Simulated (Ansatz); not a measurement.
Cost and result up the ladder for `FC(F)(F)c1sc(-c2sc(-c3sc(C(F)(F)F)c4c3OCCO4)c3c2OCCO3)c2c1OCCO2` (47 atoms). The state is a singlet with charge 0. Geometry: PBE-D4/def2-SVP.

```xyz
47

F     0.977    7.062   -2.464
C     0.004    6.615   -1.630
F    -1.152    7.187   -2.050
F     0.273    7.104   -0.391
C    -0.076    5.127   -1.602
S     0.156    4.245   -0.115
C    -0.057    2.700   -0.924
C    -0.025    1.451   -0.220
S    -0.252   -0.095   -1.023
C    -0.150   -0.988    0.489
C    -0.284   -2.422    0.497
S    -1.388   -3.219   -0.610
C    -0.972   -4.796   -0.004
C    -1.548   -6.033   -0.604
F    -0.592   -6.844   -1.126
F    -2.230   -6.777    0.302
F    -2.409   -5.722   -1.609
C    -0.037   -4.712    1.018
C     0.359   -3.364    1.300
O     1.310   -3.063    2.228
C     1.519   -4.139    3.147
C     1.667   -5.463    2.409
O     0.476   -5.783    1.678
C     0.067   -0.116    1.555
C     0.151    1.249    1.150
O     0.352    2.274    2.028
C     0.092    1.888    3.383
C     0.708    0.528    3.687
O     0.140   -0.492    2.862
C    -0.285    2.901   -2.287
C    -0.298    4.275   -2.674
O    -0.513    4.675   -3.954
C    -0.393    3.598   -4.893
C    -1.089    2.341   -4.387
O    -0.486    1.882   -3.172
H     0.668   -4.194    3.864
H     2.444   -3.901    3.709
H     2.533   -5.414    1.710
H     1.831   -6.296    3.121
H    -1.008    1.855    3.558
H     0.532    2.675    4.026
H     1.811    0.569    3.531
H     0.508    0.235    4.736
H     0.684    3.385   -5.081
H    -0.855    3.951   -5.835
H    -2.170    2.546   -4.215
H    -0.993    1.517   -5.120
```

Ansatz on 2 threads of AMD EPYC 7R13 on a shared host and a share (18 GiB) of an NVIDIA H100 80GB HBM3. Times are rough, and most runs start from the orbitals of an earlier one. No level here is sound enough to serve as a yardstick. Binding counts from free atoms at the same level (F doublet, C triplet, S triplet, O triplet, H doublet; other spins of the atoms weren't run), without zero-point energy or a counterpoise term.

B3LYP takes the VWN-RPA correlation. HSE06 is defined as in plane-wave codes, on full-range PBE exchange. Correlated methods freeze 47 core orbitals. The rows differ in basis, and correlated rows in double-zeta sets carry the largest basis error. Single mean-field runs in def2-SVP, def2-TZVP are fitted with def2-universal-jkfit.

Run but left out: HF/6-31G (restricted singlet, unstable in another Hartree–Fock run and untested here).

Correlated methods converge slowly with the basis, most of all in double-zeta sets.

```
                        level  functions  binding energy per atom (eV)                  remarks
             PBE-D4/def2-TZVP       1175                          5.14                        –
                 MP2/def2-SVP        562                          4.82  restricted SCF unstable
         LDA (SPW92)/def2-SVP        562                          6.00                        –
            PBE0-D4/def2-TZVP       1175                          4.96                        –
PBE-D4/def2-SVP (with forces)        562                          5.24                        –
             PBE0-D4/def2-SVP        562                          5.05                        –
            HSE06-D4/def2-SVP        562                          5.06                        –
               B3LYP-D4/6-31G        351                          4.56                        –
           r2SCAN-D4/def2-SVP        562                          5.01                        –
```

Estimate how long each takes.

PBE0-D4/def2-SVP 10 s; PBE-D4/def2-TZVP 10 s; HSE06-D4/def2-SVP 11 s; PBE0-D4/def2-TZVP 12 s; LDA (SPW92)/def2-SVP 13 s; B3LYP-D4/6-31G 14 s; r2SCAN-D4/def2-SVP 15 s; PBE-D4/def2-SVP (with forces) 16 s; MP2/def2-SVP 19 s. On shared hardware such times vary by a factor of up to 3.
